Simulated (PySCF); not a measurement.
Species: C2H3F5OSi.
Z-matrix (Å and degrees, GFN2-xTB geometry), rows numbered from 1:
```
O 
Si  1  1.6044
C   2  1.9549  1  109.04
F   3  1.3600  2  111.86  1  -162.34
F   3  1.3671  2  110.76  1    80.00
C   3  1.5265  2  112.82  1   -40.24
F   6  1.3440  3  109.83  2    64.05
F   6  1.3305  3  114.98  2  -175.02
F   6  1.3389  3  110.40  2   -53.33
H   1  0.9559  2  128.31  3   -45.22
H   2  1.4487  1  105.07  3  -113.86
H   2  1.4562  1  114.39  3   113.37
```

The closed-shell ground state was solved at several levels (PySCF, density fitting, gas phase, non-relativistic).

```json
{"level": "PBE0/pcSseg-1", "basis functions": "175", "HOMO (eV)": "-9.00", "LUMO (eV)": "-0.18", "gap (eV)": "8.82", "dipole (D)": "2.10"}
{"level": "PBE0/def2-SVPD", "basis functions": "226", "HOMO (eV)": "-9.11", "LUMO (eV)": "-0.54", "gap (eV)": "8.57", "dipole (D)": "2.18"}
```

(1) Estimate the row for B3LYP/def2-SVPD, a basis of 226 functions; the other rows only guide the guess.

(2) Over all these levels, which gives the widest orbital gap and which the narrowest?

(3) How far do the dipole and the HOMO energy spread over the levels?

## Answers

(1) HOMO -8.92 eV, LUMO -0.80 eV, gap 8.12 eV, dipole 2.21 D.

(2) PBE0/pcSseg-1 (global hybrid, 25 % exact exchange) has the widest, 8.82 eV, and B3LYP/def2-SVPD (global hybrid, 20 % exact exchange) the narrowest, 8.12 eV. Functional and basis both differ between the two, so the spread mixes both effects.

(3) The dipole runs from 2.10 to 2.21 D (mean 2.16 D) and the HOMO from -9.11 to -8.92 eV.

One conformer stands for the species.
